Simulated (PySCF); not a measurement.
B(CCH)(H)2 (C2H3B), SMILES C#CB. Atoms are numbered in the order given.

```xyz
6

B      0.0000     0.0000    -1.3921
C      0.0000     0.0000     0.1078
C      0.0000     0.0000     1.3174
H      0.0000     0.0000     2.3811
H      0.0000    -1.0307    -1.9858
H      0.0000     1.0307    -1.9858
```

Geometry optimised at B3LYP-D3(BJ)/def2-TZVP.

Method: PBE0/pcJ-1 (PySCF).

Isotropic couplings with Fermi-contact, spin-dipole and both spin-orbit terms, one fixed conformer, no vibrational averaging. Isotopes: 11B, 13C, 1H.

Computed spin–spin coupling constants:
```csv
pair,bonds apart,J (Hz)
B1–C2,1,91.8
B1–H5,1,135.7
B1–H6,1,135.7
C2–C3,1,167.6
C3–H4,1,246.9
B1–C3,2,18.3
C2–H4,2,44.9
C2–H5,2,1.0
C2–H6,2,1.0
H5–H6,2,-5.6
B1–H4,3,3.3
C3–H5,3,4.4
C3–H6,3,4.4
H4–H5,4,-2.7
H4–H6,4,-2.7
```
